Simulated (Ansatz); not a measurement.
Geometry optimisation, RKS PBE-D4/def2-SVP in Ansatz.

Input file:

```yaml
crystal:
  periodic: [false, false, false]
  atoms:
    - { symbol: Ta, position_ang: [-0.376457, -0.389389, 0.189485] }
    - { symbol: F, position_ang: [2.679347, 0.226918, 0.313826] }
    - { symbol: F, position_ang: [0.121236, 0.3271, 1.84448] }
    - { symbol: F, position_ang: [0.444658, -0.403082, -1.489227] }
    - { symbol: F, position_ang: [-1.128908, 1.283581, -0.239972] }
    - { symbol: F, position_ang: [-2.03069, -1.231001, 0.199735] }
    - { symbol: Br, position_ang: [0.898647, -2.59285, 0.813904] }
    - { symbol: H, position_ang: [2.837767, -0.666076, 0.535269] }
basis:
  gaussian: { orbitals: def2-SVP }
hamiltonian:
  xc: pbe
  dispersion: d4
relax:
  f_tol: 0.03
  max_steps: 50
```

Launched with:

```bash
$ ansatz run input.yaml --threads 4 --pin off --max-ram 5120MiB --backend cpu --events-out ev --progress --plain --runs-dir out
```

Question: Where does it end, and by what steps?

Answer: The forces met the threshold. After 10 steps the energy has fallen by 0.410 eV; F5 moved furthest, 0.77 Å. Joined: Ta1–F2 (3.12 → 2.32 Å).

```json
{"step": "0", "energy less start (eV)": "0.0000", "largest force component (eV/Å)": "0.769", "accepted": "yes"}
{"step": "1", "energy less start (eV)": "-0.0940", "largest force component (eV/Å)": "0.777", "accepted": "yes"}
{"step": "2", "energy less start (eV)": "-0.2132", "largest force component (eV/Å)": "0.647", "accepted": "yes"}
{"step": "3", "energy less start (eV)": "-0.2421", "largest force component (eV/Å)": "0.705", "accepted": "yes"}
{"step": "4", "energy less start (eV)": "-0.3019", "largest force component (eV/Å)": "0.324", "accepted": "yes"}
{"step": "5", "energy less start (eV)": "-0.3284", "largest force component (eV/Å)": "0.568", "accepted": "yes"}
{"step": "6", "energy less start (eV)": "-0.3606", "largest force component (eV/Å)": "0.942", "accepted": "yes"}
{"step": "7", "energy less start (eV)": "-0.3915", "largest force component (eV/Å)": "0.509", "accepted": "yes"}
{"step": "8", "energy less start (eV)": "-0.4062", "largest force component (eV/Å)": "0.127", "accepted": "yes"}
{"step": "9", "energy less start (eV)": "-0.4094", "largest force component (eV/Å)": "0.043", "accepted": "yes"}
{"step": "10", "energy less start (eV)": "-0.4095", "largest force component (eV/Å)": "0.027", "accepted": "yes"}
```

```xyz
8
Properties=species:S:1:pos:R:3
Ta -0.171 -0.402 0.209
F 2.035 0.320 0.254
F -0.083 0.062 2.042
F 0.254 -0.744 -1.604
F -0.375 1.414 -0.212
F -1.894 -1.094 0.202
Br 1.263 -2.456 0.796
H 2.415 -0.543 0.481
```

Whether the end is a true minimum wasn't checked by a vibrational analysis.

The run took 16 s on 4 threads of Intel(R) Xeon(R) 6975P-C (Granite Rapids), on a shared host, peak memory 0.23 GiB.
